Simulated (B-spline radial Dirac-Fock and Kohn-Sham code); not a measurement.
## Auger decay of the N1 hole in Ho²⁺

System: Ho²⁺ in the configuration [Xe] 4f11.

Input file task.json (cfg lists n, l and occupation; rrms is the nuclear radius in fm):

```json
{"items": [{
  "Z": 67,
  "q": 2,
  "cfg": [[1, 0, 2], [2, 0, 2], [2, 1, 6], [3, 0, 2], [3, 1, 6], [3, 2, 10], [4, 0, 2], [4, 1, 6], [4, 2, 10], [4, 3, 11], [5, 0, 2], [5, 1, 6]],
  "A": 165,
  "rrms": 5.2022,
  "do": ["binding", "quiet", "decay"],
  "holes": ["K", "L1", "L2", "L3", "M1", "M2", "M3", "M4", "M5", "N1", "N2", "N3", "N4", "N5"]
}]}
```

Launch: `python xray_run.py task.json out`

These are calculated numbers from an atomic code on a B-spline grid; the model is one-electron (LDA, Dirac) transition rates at Dirac-Fock energies. Kinetic energies are configuration averages from the vacuum level; the two-hole energies are estimated from single-hole states.

```
transition  kinetic energy (eV)  width (meV)  share (%)
   N1-N2O2                20.72          489        4.2
   N1-N2O3                25.94          956        8.3
   N1-N3O1                34.20          784        6.8
   N1-N2N6                42.24          341        2.9
   N1-N2N7                42.82          474        4.1
   N1-N4N5                55.82          207        1.8
   N1-N3O2                60.27          783        6.8
   N1-N3O3                66.03         1000        8.6
   N1-N3N6                81.92         1740       15.1
   N1-N3N7                83.31         2140       18.5
   N1-N4O1                173.2          234        2.0
   N1-N5O1                180.3          338        2.9
   N1-N4N7                222.3          158        1.4
   N1-N5N6                228.5          180        1.6
   N1-N6O1                344.3          165        1.4
   N1-N7O1                345.4          214        1.8
```

Coster-Kronig rates are the weakest part of this model and often come out 1.5 to 2.5 times too large. Super-Coster-Kronig decay this fast strains the one-particle picture, and such widths tend to come out too large. The listed channels hold 88 % of the non-radiative rate. Summed by principal shells, of 11.6 eV in all: NNN 51.2 %, NNO 48.2 %, NOO 0.6 %.
